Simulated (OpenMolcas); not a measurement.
# Ag3+: moving or changing the point charges

Ag3+ among 6 point charges of -1.7 e arranged as a tetragonal octahedron (D4h), 2.12 Å from the ion, with the axial distance 2.438 Å.

```json
{
  "Program": "OpenMolcas",
  "Method": "SS-CASPT2, IPEA 0.25 Eh, imaginary shift 0.1 Eh (closed shells correlated: 4s 4p)",
  "Basis": "ANO-RCC-VTZP [7s6p4d2f1g]",
  "Scalar Hamiltonian": "DKH2, point nucleus",
  "Active space": "8 electrons in 5 orbitals (4d)",
  "State averaging": "2S+1 = 3 even, 10 roots; 2S+1 = 1 even, 15 roots",
  "Spin-orbit coupling": "RASSI with atomic mean-field integrals over the reference wave functions"
}
```

Runs around this geometry, states (labels of D4, the rotations of D4h). Energies in cm-1 above the lowest state or level, χT in cm3 K/mol.

```tsv
R (Å)	q (e)	Axial / equatorial distance	Ground state	First state of that spin	First gap with spin-orbit (degeneracies)	χT at 300 K	First state of another spin
2.12	-1.1	1.15	3B1	3E 1530	14 (2, 1)	2.909	1A1 11480
1.94	-1.7	1.15	3B1	3E 3840	11 (1, 2)	2.328	1A1 11680
2.12	-1.7	1.15	3B1	3E 2400	13 (2, 1)	2.635	1A1 11670
2.28	-1.7	1.15	3B1	3E 1430	42 (2, 1)	2.898	1A1 11410
2.12	-1.7	1.24	3B1	3E 1600	61 (2, 1)	2.784	1A1 10870
```

Taking the first state of the same spin as R^-n, n = -ln(1430 / 3840) / ln(2.28 / 1.94) = 6.1 between the shortest and longest distance.

Scaling the charges by -1.1 / -1.7 = 0.65 scales the first state of the same spin by 1530 / 2400 = 0.64; with fixed orbitals a first-order splitting would follow the charge.

Real 4d8 and 5d8 ions are as a rule square planar and diamagnetic. This shell can be high or low spin here, a state of another spin lies low, and with metal d orbitals alone active their balance is uncertain, so the ground spin may be wrong. Point charges give a weaker field than real ligands, and real ions of this kind are as a rule low spin; the high spin found here belongs to the model. Free-ion shares, where given, are those of the reference states; single-state CASPT2 does not remix them. Spin-orbit coupling mixes the spin-free states strongly: the lowest level takes only 63 % from its leading state, 3B1 (figures for R = 2.12, q = -1.1, ratio = 1.15; the like holds for R = 2.28, q = -1.7, ratio = 1.15, R = 2.12, q = -1.7, ratio = 1.24). The ground term spreads over less than 5000 cm-1, several times less than with real ligands, so orbital moments are less quenched and χT lies further from the spin-only value than at real sites (holds for R = 2.12, q = -1.1, ratio = 1.15; R = 2.28, q = -1.7, ratio = 1.15). Point charges carry no covalency, so the field is a model and not that of real ligands. No measured value stands beside these numbers.
